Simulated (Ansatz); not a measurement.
Cost and result for the atomization energy of BrFH5NSi2, SMILES `N[SiH2][SiH](F)Br` (10 atoms, 9 bonds).

Cartesian coordinates in Å:
```
N 1.3655 0.9850 0.4603
Si -0.1380 0.3046 0.9193
Si -0.8183 -1.0692 -0.8523
F 0.0251 -2.4242 -0.9220
Br -0.4154 0.0694 -2.7252
H 1.9671 1.4239 1.1375
H 1.4804 1.3847 -0.4571
H 0.0534 -0.4802 2.1673
H -1.2686 1.2543 1.1580
H -2.2512 -1.4483 -0.8857
```

Total charge 0; spin multiplicity 1. Correlated methods include outer-core shells of Br, which these sets cover unevenly. Scalar relativity is left out up to krypton. Geometry: relaxed with PBE0-D4/def2-TZVP. It is one conformer, not always the lowest. Program: Ansatz. All runs use 4 threads of an AMD EPYC 7B13 on a shared host. Times are those of one run each, without the atoms' runs, and a repeat can differ threefold. Electronic energies, without spin–orbit coupling; frozen cores. CCSD(T)/CBS adds CCSD(T) − MP2 in def2-TZVPP to the MP2 limit, and its time is that of the two runs behind it. T1 = 0.010. With those shells the extrapolation isn't a true limit. B3LYP takes the VWN-RPA correlation (the form of Gaussian; ORCA's B3LYP/G).

CCSD(T)/CBS is a level of theory with its own doubt, some kJ/mol a heavy atom from the limit and from the frozen cores, so smaller differences don't rank the functionals.

```csv
level,functions,wall time,atomization (kcal/mol),difference from CCSD(T)/CBS,per bond
PBE-D4/def2-TZVPP (with forces),264,2.5 s,791.6,-0.2,0.0
PBE0-D4/def2-TZVPP,264,3.6 s,780.2,-11.6,-1.3
r2SCAN-D4/def2-TZVPP (with forces),264,4.4 s,786.8,-5.0,-0.6
B3LYP-D4/def2-TZVPP (with forces),264,5.5 s,785.3,-6.5,-0.7
B2PLYP/def2-TZVPP,264,6 s,775.7,-16.1,-1.8
ωB97X-V/def2-TZVPP,264,8 s,793.5,1.7,0.2
ωB97M-V/def2-TZVPP (with forces),264,12 s,788.2,-3.6,-0.4
MP2/def2-QZVPP,493,24 s,792.3,0.5,0.0
CCSD(T)/def2-TZVPP,264,3.6 min,763.7,-28.1,-3.1
CCSD(T)/CBS(def2),–,4 min,791.8,0.0,0.0
```

In def2-TZVPP, CCSD(T) changes the Hartree–Fock value by +194.4 kcal/mol (the triples alone add +10.9 kcal/mol) and MP2 by +206.1 kcal/mol; breaking electron pairs costs correlation energy, which Hartree–Fock lacks. The D4 term adds +10.3 kcal/mol with B3LYP and +5.4 kcal/mol with PBE0; it sums over pairs of atoms, weighted by their polarisabilities, and B3LYP, whose exchange is more repulsive, gets the larger term. From PBE to PBE0 (25 % exact exchange), in def2-TZVPP and without D4, the atomization energy moves by −10.6 kcal/mol: exact exchange takes away binding that semilocal exchange gives to molecules.
